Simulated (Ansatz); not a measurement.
`BOBF` and `N[SiH2]OBF` differ in one atom or group.

Ansatz, PBE0-D4/def2-TZVP geometries, multiplicity 1. Each molecule was computed in one conformer, which needn't be the lowest.

```csv
property,`BOBF`
size of the dipole moment (B3LYP/def2-TZVPP) / D,1.15
HOMO energy (B3LYP/def2-TZVPP) / eV,-8.87
HOMO–LUMO gap (B3LYP/def2-TZVPP) / eV,7.32
size of the dipole moment (ωB97M-V/def2-TZVPP) / D,1.12
LUMO energy (ωB97M-V/def2-TZVPP) / eV,0.70
LUMO energy (PBE/def2-TZVPP) / eV,-2.37
```

**Question.** What does the change do to each property? (Best estimate.)

**Answer.** The calculation gave: 
| property | `N[SiH2]OBF` | shift |
| --- | --- | --- |
| size of the dipole moment (B3LYP/def2-TZVPP) / D | 2.28 | 1.13 |
| HOMO energy (B3LYP/def2-TZVPP) / eV | -7.83 | 1.04 |
| HOMO–LUMO gap (B3LYP/def2-TZVPP) / eV | 7.82 | 0.50 |
| size of the dipole moment (ωB97M-V/def2-TZVPP) / D | 2.28 | 1.16 |
| LUMO energy (ωB97M-V/def2-TZVPP) / eV | 1.93 | 1.23 |
| LUMO energy (PBE/def2-TZVPP) / eV | -0.74 | 1.63 |

With PBE0 the HOMO rises by 0.96 eV and the LUMO rises by 1.58 eV, so the gap widens by about 0.62 eV. PBE moves the HOMO by 0.91 eV and ωB97M-V by 0.91 eV. Dipoles are sizes alone; their direction can turn.

B3LYP here is the variant with VWN-RPA as its local correlation; programs differ in this.
